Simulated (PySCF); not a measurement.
B(Br)(Me)(OH) (CH₄BBrO), SMILES CB(O)Br.

The structure is a stationary point at PBE0-D3(BJ)/def2-SVP. One conformer was computed; it need not be the lowest.

All values below come from TDA-PBE/def2-SVPD run with PySCF.

Vertical excitations.  State labels are in the subgroup Cs.

Question: List the lowest excited states. (Estimate from the structure and the level; the computed values follow.)

Answer: 
```
state  symmetry  energy (eV)  λ (nm)      f                          main pairs
-----  --------  -----------  ------  -----  ----------------------------------
S1           A"         5.91     210  0.000                     HOMO→LUMO 100 %
S2           A'         6.45     192  0.068  HOMO→LUMO+1 84 %, HOMO−1→LUMO 16 %
S3           A'         6.71     185  0.086  HOMO−1→LUMO 73 %, HOMO→LUMO+1 14 %
S4           A"         6.72     184  0.023                 HOMO−1→LUMO+1 100 %
S5           A"         7.09     175  0.000                    HOMO−2→LUMO 99 %
S6           A'         7.36     168  0.011                    HOMO→LUMO+2 91 %
S7           A'         7.52     165  0.057                  HOMO−2→LUMO+1 98 %
S8           A"         7.53     165  0.014                  HOMO−1→LUMO+2 98 %
S9           A'         7.72     161  0.008                    HOMO→LUMO+3 96 %
S10          A"         7.98     155  0.003                  HOMO−1→LUMO+3 98 %
T1           A"         5.77     215      0                     HOMO→LUMO 100 %
T2           A'         5.88     211      0                    HOMO−1→LUMO 99 %
T3           A'         6.31     196      0                    HOMO→LUMO+1 99 %
T4           A"         6.59     188      0                    HOMO−2→LUMO 88 %
```
Triplets are in the Tamm–Dancoff approximation.
